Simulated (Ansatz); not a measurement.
Cost and result for the atomization energy of `[NH2][GeH2][O][GeH2][NH2]` (13 atoms, 12 bonds).

```xyz
13

N    -1.309   -1.026    0.713
Ge    0.462   -1.066    1.219
O     1.416   -0.607   -0.197
Ge    0.851    0.595   -1.375
N    -0.248    1.766   -0.495
H    -1.926   -0.608    1.395
H    -1.695   -1.913    0.421
H     0.649   -0.062    2.366
H     0.948   -2.484    1.569
H     2.085    1.371   -1.861
H     0.158   -0.179   -2.514
H    -0.175    2.732   -0.777
H    -1.216    1.480   -0.463
```

The species carries charge 0 and has multiplicity 1. Correlated methods include outer-core shells of Ge, which these sets cover unevenly. Scalar relativity is left out up to krypton. The structure was optimised at the PBE0-D4/def2-TZVP level. It is one conformer, not always the lowest. Program: Ansatz. All runs use 2 threads of an AMD EPYC 7R13 on a shared host and a share of an NVIDIA H100 80 GB. Times are those of one run each, without the atoms' runs, and a repeat can differ threefold. Electronic energies, without spin–orbit coupling; frozen cores. CCSD(T)/CBS adds CCSD(T) − MP2 in def2-TZVPP to the MP2 limit, and its time is that of the two runs behind it. T1 = 0.012. With those shells the extrapolation isn't a true limit. B3LYP takes the VWN-RPA correlation (the form of Gaussian; ORCA's B3LYP/G).

CCSD(T)/CBS is a level of theory with its own doubt, some kJ/mol a heavy atom from the limit and from the frozen cores, so smaller differences don't rank the functionals.

```json
{"level": "PBE0-D4/def2-TZVPP", "functions": "301", "wall time": "7 s"}
{"level": "PBE-D4/def2-TZVPP (with forces)", "functions": "301", "wall time": "7 s"}
{"level": "r2SCAN-D4/def2-TZVPP (with forces)", "functions": "301", "wall time": "8 s"}
{"level": "ωB97X-V/def2-TZVPP", "functions": "301", "wall time": "9.5 s"}
{"level": "B3LYP-D4/def2-TZVPP (with forces)", "functions": "301", "wall time": "9.6 s"}
{"level": "ωB97M-V/def2-TZVPP (with forces)", "functions": "301", "wall time": "11 s"}
{"level": "B2PLYP/def2-TZVPP", "functions": "301", "wall time": "12 s"}
{"level": "CCSD(T)/def2-TZVPP", "functions": "301", "wall time": "18 s"}
{"level": "MP2/def2-QZVPP", "functions": "589", "wall time": "20 s"}
{"level": "CCSD(T)/CBS(def2)", "functions": "–", "wall time": "37 s"}
```

Problem. What atomization energy does each give, and how far from CCSD(T)/CBS? (Estimate.)

Solution. The calculation gave: 
```tsv
level	atomization (kcal/mol)	difference from CCSD(T)/CBS	per bond
PBE0-D4/def2-TZVPP	972.6	-19.3	-1.6
PBE-D4/def2-TZVPP (with forces)	992.3	0.4	0.0
r2SCAN-D4/def2-TZVPP (with forces)	980.9	-11.0	-0.9
ωB97X-V/def2-TZVPP	993.9	2.0	0.2
B3LYP-D4/def2-TZVPP (with forces)	982.7	-9.2	-0.8
ωB97M-V/def2-TZVPP (with forces)	984.1	-7.8	-0.7
B2PLYP/def2-TZVPP	973.0	-18.9	-1.6
CCSD(T)/def2-TZVPP	964.9	-27.0	-2.2
MP2/def2-QZVPP	988.3	-3.6	-0.3
CCSD(T)/CBS(def2)	991.9	0.0	0.0
```

In def2-TZVPP, CCSD(T) changes the Hartree–Fock value by +302.6 kcal/mol (the triples alone add +16.0 kcal/mol) and MP2 by +310.0 kcal/mol; breaking electron pairs costs correlation energy, which Hartree–Fock lacks. The D4 term adds +11.7 kcal/mol with B3LYP and +6.2 kcal/mol with PBE0; it sums over pairs of atoms, weighted by their polarisabilities, and B3LYP, whose exchange is more repulsive, gets the larger term. From PBE to PBE0 (25 % exact exchange), in def2-TZVPP and without D4, the atomization energy moves by −18.7 kcal/mol: exact exchange takes away binding that semilocal exchange gives to molecules.
